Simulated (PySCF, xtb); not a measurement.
CH₉NO₂Si₂, SMILES CN[SiH2]O[SiH2]O.

GFN2-xTB run with xtb at its own geometry gives an orbital gap of 5.37 eV and a dipole moment of 1.68 D.

The structure is a stationary point at B3LYP-D3(BJ)/def2-SVP. This is a generated structure with no PubChem entry under its InChIKey; it may be hypothetical. One conformer was computed; it need not be the lowest.

**Question.** What does CAM-B3LYP/def2-TZVP in PySCF give? (Estimate from the structure and the level; the computed values follow.)

**Answer.** gap 9.74 eV (levels -8.42 and 1.32 eV), dipole 1.05 D.
